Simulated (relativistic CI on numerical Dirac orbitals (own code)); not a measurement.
# One change at a time: La LVI

Base calculation: Dirac-Coulomb-Breit CI, KLI orbitals optimised for each configuration, model QED, unscaled Slater integrals.

CI space: 1s², 1s2s, 1s2p, 1s3s, 1s3p, 1s3d, 1s4s, 1s4p, 1s4d, 1s4f, 1s5s, 1s5p, 1s5d, 1s5f, 1s5g, 1s6s, 1s6p, 1s6d, 2s². Levels of other configurations are missing.

Variants: (1) QED terms removed. Shifts of the energy above 1s² ¹S0, in eV, for the lowest level and the first level of each name with at least 55 % of one term (blank where a level changes its place among those of its configuration and J or its character, or is not in the variant):

```tsv
Level	Base	Δ(1)
1s² ¹S0	0.0	0.0
1s2s ³S1	33754.3	+42.7
1s2p ³P°1	33837.0	+50.6
1s2p ³P°0	33846.1	+50.6
1s2s ¹S0	33847.7	+42.7
1s2p ³P°2	34329.5	+49.8
1s2p ¹P°1	34366.9	+49.9
1s3s ³S1	40155.3	+48.5
1s3p ³P°1	40177.8	+50.9
1s3p ³P°0	40180.3	+50.9
1s3s ¹S0	40180.3	+48.5
1s3p ³P°2	40324.3	+50.6
1s3d ³D2	40333.0	+51.0
1s3d ³D1	40334.8	+51.0
1s3p ¹P°1	40335.1	+50.6
1s3d ³D3	40378.4	+50.9
1s3d ¹D2	40379.9	+50.9
1s4s ³S1	42365.2	+49.9
1s4p ³P°1	42374.3	+50.9
1s4p ³P°0	42375.3	+50.9
1s4s ¹S0	42375.3	+49.9
1s4p ³P°2	42435.9	+50.8
```

At this charge energies of transitions that change n are usually good to better than 1 %, and those within a shell (Δn = 0) to a few per cent.

Ionisation energy from the two ground configurations alone: base 45142 eV; QED terms removed 45193.1 eV. The NIST ASD value (theoretical) is 45145 eV.

LS names give the leading component of a level, which can be under half, so a name can repeat, a term be missing and a line seem to break the LS rules.
